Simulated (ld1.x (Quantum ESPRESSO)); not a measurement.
## Pseudopotential generation for terbium: TM, PBE, scalar-relativistic.

The input file (ld1.x (Quantum ESPRESSO) 7.5):

```
&input
   title='Tb', zed=65., rel=1, dft='PBE', iswitch=3,
   config='[Xe] 4f9 5d0 6s2 6p0',
   nld=4, rlderiv=4.10, eminld=-2.0, emaxld=5.0, deld=0.02
 /
 &inputp
   pseudotype=2, tm=.true., lloc=2,
   nlcc=.true.,
   file_pseudopw='Tb.UPF', file_wfcaegen='ae.wfc', file_wfcncgen='nc.wfc', file_beta='beta', file_chi='chi'
 /
4
6S  1  0   2.00   0.00  2.95  2.95  0.0
6P  2  1   0.00   0.00  3.80  3.80  0.0
4F  4  3   9.00   0.00  1.35  1.35  0.0
5D  3  2   0.00   0.00  2.65  2.65  0.0
 &test
   configts(1)='4f9 5d0 6s2 6p0'
 /
```

Command:

```bash
ld1.x < Tb.in > Tb.out
```

The program printed (shortened: banner, matrices, multipoles, cross overlaps and the repeated all-electron block are left out):

```
Program LD1 v.7.5
     --------------------------- All-electron run ----------------------------

     Tb
     scalar relativistic calculation

     atomic number is 65.00
     dft =PBE   lsd =0 sic =0 latt =0  beta=0.20 tr2=1.0E-14
     Exchange-correlation= PBE
                           (   1   4   3   4   0   0   0)
     mesh =1263 r(mesh) =  99.54529 a.u. xmin = -7.00 dx = 0.01250
     1 Ry =  13.60569312 eV, c = 137.03599908

     n l     nl                  e(Ry)          e(Ha)          e(eV)
     1 0     1S 1( 2.00)     -3811.8057     -1905.9029    -51862.2592
     2 0     2S 1( 2.00)      -631.8709      -315.9354     -8597.0414
     2 1     2P 1( 6.00)      -561.4285      -280.7143     -7638.6239
     3 0     3S 1( 2.00)      -140.1452       -70.0726     -1906.7726
     3 1     3P 1( 6.00)      -118.4253       -59.2126     -1611.2582
     4 0     4S 1( 2.00)       -27.7556       -13.8778      -377.6348
     4 1     4P 1( 6.00)       -20.6065       -10.3033      -280.3658
     3 2     3D 1(10.00)       -90.1443       -45.0722     -1226.4764
     5 0     5S 1( 2.00)        -3.4900        -1.7450       -47.4834
     5 1     5P 1( 6.00)        -1.8249        -0.9125       -24.8292
     4 2     4D 1(10.00)       -10.7983        -5.3992      -146.9188
     4 3     4F 1( 9.00)        -0.2226        -0.1113        -3.0293
     5 2     5D 1( 0.00)        -0.0956        -0.0478        -1.3001
     6 0     6S 1( 2.00)        -0.2723        -0.1361        -3.7045
     6 1     6P 1( 0.00)        -0.0861        -0.0431        -1.1719

     final scf error:  9.3E-15 reached in  29 iterations

     Etot =  -23417.890058 Ry,  -11708.945029 Ha, -318616.625721 eV

     Ekin =   25206.987023 Ry,   12603.493512 Ha,  342958.529995 eV
     Encl =  -57232.422066 Ry,  -28616.211033 Ha, -778686.771319 eV
     Eh   =    9119.289929 Ry,    4559.644965 Ha,  124074.260275 eV
     Exc  =    -511.744945 Ry,    -255.872472 Ha,   -6962.644673 eV

     normalization and overlap integrals

     s(1S/1S) =  1.000000  <r> =   0.0215  <r2> =    0.0006  r(max) =   0.0136
     s(2S/2S) =  1.000000  <r> =   0.0915  <r2> =    0.0099  r(max) =   0.0772
     s(2P/2P) =  1.000000  <r> =   0.0809  <r2> =    0.0080  r(max) =   0.0632
     s(3S/3S) =  1.000000  <r> =   0.2393  <r2> =    0.0655  r(max) =   0.2205
     s(3P/3P) =  1.000000  <r> =   0.2381  <r2> =    0.0657  r(max) =   0.2150
     s(4S/4S) =  1.000000  <r> =   0.5414  <r2> =    0.3309  r(max) =   0.5031
     s(4P/4P) =  1.000000  <r> =   0.5736  <r2> =    0.3743  r(max) =   0.5289
     s(3D/3D) =  1.000000  <r> =   0.2165  <r2> =    0.0551  r(max) =   0.1761
     s(5S/5S) =  1.000000  <r> =   1.3267  <r2> =    1.9829  r(max) =   1.1772
     s(5P/5P) =  1.000000  <r> =   1.5733  <r2> =    2.8232  r(max) =   1.3507
     s(4D/4D) =  1.000000  <r> =   0.6238  <r2> =    0.4517  r(max) =   0.5491
     s(4F/4F) =  1.000000  <r> =   0.9101  <r2> =    1.1651  r(max) =   0.5561
     s(5D/5D) =  1.000000  <r> =   3.4626  <r2> =   15.4701  r(max) =   2.1183
     s(6S/6S) =  1.000000  <r> =   4.1636  <r2> =   19.7612  r(max) =   3.5364
     s(6P/6P) =  1.000000  <r> =   5.9742  <r2> =   41.2636  r(max) =   4.8337

     ------------------------ End of All-electron run ------------------------

     --------------------- Generating NC pseudopotential ---------------------

      Generating local pot.: lloc=2, matching radius rcloc =   2.6500

      Computing core charge for nlcc:

       r > 0.86 : true rho core
       r < 0.86 : rho core = a sin(br)/r    a=  29.55  b=   2.94

      Integrated core pseudo-charge :  18.53

      Wfc   6S  rcut= 2.932  Using Troullier-Martins method

      Wfc   6P  rcut= 3.764  Using Troullier-Martins method

      Wfc   4F  rcut= 1.351  Using Troullier-Martins method

     ------------------- End of pseudopotential generation -------------------

     Computing logarithmic derivative in   4.08321
     Computing logarithmic derivative in   4.08321
     Computing the partial wave expansion
     R is outside the sphere for l=    0 j= 0.00
     R is outside the sphere for l=    1 j= 0.00
       no projector for channel:   2
     R is outside the sphere for l=    3 j= 0.00

     ---------------------- Testing the pseudopotential ----------------------

     Tb
     scalar relativistic calculation

     atomic number is 65.00   valence charge is 11.00
     dft =PBE   lsd =0 sic =0 latt =0  beta=0.20 tr2=1.0E-14
     mesh =1263 r(mesh) =  99.54529 xmin = -7.00 dx = 0.01250

     n l     nl             e AE (Ry)        e PS (Ry)    De AE-PS (Ry)
     4 3     4F   1( 9.00)       -0.22265       -0.22264       -0.00000
     3 2     5D   1( 0.00)       -0.09556       -0.09556       -0.00000
     1 0     6S   1( 2.00)       -0.27228       -0.27228        0.00000
     2 1     6P   1( 0.00)       -0.08613       -0.08613       -0.00000

     eps = 7.1E-16  iter =  8

     Etot =  -23417.890058 Ry,  -11708.945029 Ha, -318616.625721 eV
     Etotps =  -124.824003 Ry,     -62.412001 Ha,   -1698.317073 eV

     Ekin =     250.900225 Ry,     125.450113 Ha,    3413.671466 eV
     Encl =    -209.801804 Ry,    -104.900902 Ha,   -2854.498958 eV
     Ehrt =      90.629617 Ry,      45.314809 Ha,    1233.078757 eV
     Ecxc =     -58.515174 Ry,     -29.257587 Ha,    -796.139501 eV
     (Ecc =     -33.446571 Ry,     -16.723286 Ha,    -455.063782 eV)
     Epseu=    -198.036867 Ry,     -99.018433 Ha,   -2694.428837 eV

     ---------------------- End of pseudopotential test ----------------------
```

Note: ghost states, extra bound levels that the all-electron valence spectrum of the same l lacks: s at -24.5 eV, p at -2.53 eV. A true bound ghost makes a file unfit for plane-wave use.

Generation and configuration tests took about 2.6 s on one core of a shared server CPU.

Transferability test of the new file with ld1.x, input:

```
&input
   title='Tb', zed=65., rel=1, dft='PBE', iswitch=2,
   config='[Xe] 4f9 5d0 6s2 6p0'
 /
 &test
   file_pseudo='Tb.UPF', nconf=8,
   configts(1)='4f9 5d0 6s2 6p0',
   configts(2)='4f9 5d0 6s1 6p0',
   configts(3)='4f9 5d0 6s0 6p0',
   configts(4)='4f8 5d0 6s0 6p0',
   configts(5)='4f9 5d0 6s0 6p1',
   configts(6)='4f9 5d1 6s0 6p0',
   configts(7)='4f9 5d0 6s0 6p2',
   configts(8)='4f7 5d0 6s0 6p0'
 /
```

```bash
ld1.x < Tb.test.in > Tb.test.out
```

Pseudopotential blocks of its output, shortened (energy terms left out; the distinct warnings before each block abridged to one line each):

```
     ---------------------- Testing the pseudopotential ----------------------

     n l     nl             e AE (Ry)        e PS (Ry)    De AE-PS (Ry)
     4 3     4F   1( 9.00)       -0.22265       -0.22264       -0.00000
     3 2     5D   1( 0.00)       -0.09556       -0.09556       -0.00000
     1 0     6S   1( 2.00)       -0.27228       -0.27228        0.00000
     2 1     6P   1( 0.00)       -0.08613       -0.08613       -0.00000

     eps = 2.0E-15  iter =  8

     Etot =  -23417.890058 Ry,  -11708.945029 Ha, -318616.625721 eV
     Etotps =  -124.824002 Ry,     -62.412001 Ha,   -1698.317071 eV

     ---------------------- End of pseudopotential test ----------------------

          Warning: n=2, l=1 expected 0 nodes, found 1
     ---------------------- Testing the pseudopotential ----------------------

     n l     nl             e AE (Ry)        e PS (Ry)    De AE-PS (Ry)
     4 3     4F   1( 9.00)       -0.68946       -0.68898       -0.00047
     3 2     5D   1( 0.00)       -0.51132       -0.51305        0.00173
     1 0     6S   1( 1.00)       -0.64230       -0.64360        0.00130
     2 1     6P   1( 0.00)       -0.39677       -0.39677        0.00000

     eps = 6.3E-17  iter = 10

     Etot =  -23417.437082 Ry,  -11708.718541 Ha, -318610.462666 eV
     Etotps =  -124.370383 Ry,     -62.185192 Ha,   -1692.145270 eV
     dEtot_ae =       0.452976 Ry
     dEtot_ps =       0.453619 Ry,   Delta E=      -0.000643 Ry

     ---------------------- End of pseudopotential test ----------------------

          ---------------------- Testing the pseudopotential ----------------------

     n l     nl             e AE (Ry)        e PS (Ry)    De AE-PS (Ry)
     4 3     4F   1( 9.00)       -1.23653       -1.24003        0.00351
     3 2     5D   1( 0.00)       -0.99868       -1.00743        0.00875  !
     1 0     6S   1( 0.00)       -1.05344       -1.06112        0.00768  !
     2 1     6P   1( 0.00)       -0.73916       -0.73916        0.00000

     eps = 8.9E-16  iter =  7

     Etot =  -23416.590081 Ry,  -11708.295041 Ha, -318598.938634 eV
     Etotps =  -123.519664 Ry,     -61.759832 Ha,   -1680.570639 eV
     dEtot_ae =       1.299977 Ry
     dEtot_ps =       1.304339 Ry,   Delta E=      -0.004362 Ry

     ---------------------- End of pseudopotential test ----------------------

          Warning: n=1, l=0 expected 0 nodes, found 1
     Warning: n=4, l=3 expected 0 nodes, found 1
     ---------------------- Testing the pseudopotential ----------------------

     n l     nl             e AE (Ry)        e PS (Ry)    De AE-PS (Ry)
     4 3     4F   1( 8.00)       -2.51531       -2.74206        0.22675  !
     3 2     5D   1( 0.00)       -1.82132       -1.90273        0.08141  !
     1 0     6S   1( 0.00)       -1.67715       -1.67715        0.00000
     2 1     6P   1( 0.00)       -1.27135       -1.27135        0.00000

     eps = 1.6E-15  iter =  7

     Etot =  -23414.730380 Ry,  -11707.365190 Ha, -318573.636102 eV
     Etotps =  -121.557774 Ry,     -60.778887 Ha,   -1653.877776 eV
     dEtot_ae =       3.159679 Ry
     dEtot_ps =       3.266228 Ry,   Delta E=      -0.106549 Ry

     ---------------------- End of pseudopotential test ----------------------

          BEWARE! Errors in PS-KS equations
     Warning: n=3, l=2 expected 0 nodes, found 1
     ---------------------- Testing the pseudopotential ----------------------

     n l     nl             e AE (Ry)        e PS (Ry)    De AE-PS (Ry)
     4 3     4F   1( 9.00)       -0.78596       -0.88776        0.10179  !
     3 2     5D   1( 0.00)       -0.58532       -0.58532        0.00000
     1 0     6S   1( 0.00)       -0.69782       -0.69782        0.00000
     2 1     6P   1( 1.00)       -0.44853       -0.44853        0.00000

     eps = 2.9E-23  iter =  6

     Etot =  -23417.189516 Ry,  -11708.594758 Ha, -318607.094359 eV
     Etotps =   -41.884921 Ry,     -20.942461 Ha,    -569.873388 eV
     dEtot_ae =       0.700542 Ry
     dEtot_ps =      82.939081 Ry,   Delta E=     -82.238539 Ry

     ---------------------- End of pseudopotential test ----------------------

          ---------------------- Testing the pseudopotential ----------------------

     n l     nl             e AE (Ry)        e PS (Ry)    De AE-PS (Ry)
     4 3     4F   1( 9.00)       -0.56756       -0.54666       -0.02091  !
     3 2     5D   1( 1.00)       -0.43214       -0.42976       -0.00238
     1 0     6S   1( 0.00)       -0.58770       -0.58948        0.00177
     2 1     6P   1( 0.00)       -0.35860       -0.41645        0.05785  !

     eps = 4.2E-15  iter =  9

     Etot =  -23417.293439 Ry,  -11708.646719 Ha, -318608.508297 eV
     Etotps =  -124.224364 Ry,     -62.112182 Ha,   -1690.158571 eV
     dEtot_ae =       0.596620 Ry
     dEtot_ps =       0.599639 Ry,   Delta E=      -0.003019 Ry

     ---------------------- End of pseudopotential test ----------------------

          BEWARE! Errors in PS-KS equations
     ---------------------- Testing the pseudopotential ----------------------

     n l     nl             e AE (Ry)        e PS (Ry)    De AE-PS (Ry)
     4 3     4F   1( 9.00)       -0.41851       -0.00000       -0.41851  !
     3 2     5D   1( 0.00)       -0.23789       -0.23789        0.00000
     1 0     6S   1( 0.00)       -0.37724       -0.37724        0.00000
     2 1     6P   1( 2.00)       -0.16841       -0.21893        0.05052  !

     eps = 6.4E-15  iter = 87

     Etot =  -23417.494662 Ry,  -11708.747331 Ha, -318611.246079 eV
     Etotps =   -33.884433 Ry,     -16.942216 Ha,    -461.021197 eV
     dEtot_ae =       0.395396 Ry
     dEtot_ps =      90.939569 Ry,   Delta E=     -90.544173 Ry

     ---------------------- End of pseudopotential test ----------------------

          ---------------------- Testing the pseudopotential ----------------------

     n l     nl             e AE (Ry)        e PS (Ry)    De AE-PS (Ry)
     4 3     4F   1( 7.00)       -3.99400       -4.52509        0.53109  !
     3 2     5D   1( 0.00)       -2.76209       -2.95549        0.19340  !
     1 0     6S   1( 0.00)       -2.38020       -2.38020        0.00000
     2 1     6P   1( 0.00)       -1.89022       -1.89022        0.00000

     eps = 2.5E-15  iter = 13

     Etot =  -23411.487406 Ry,  -11705.743703 Ha, -318529.513201 eV
     Etotps =  -117.942789 Ry,     -58.971394 Ha,   -1604.693392 eV
     dEtot_ae =       6.402652 Ry
     dEtot_ps =       6.881213 Ry,   Delta E=      -0.478561 Ry

     ---------------------- End of pseudopotential test ----------------------
```
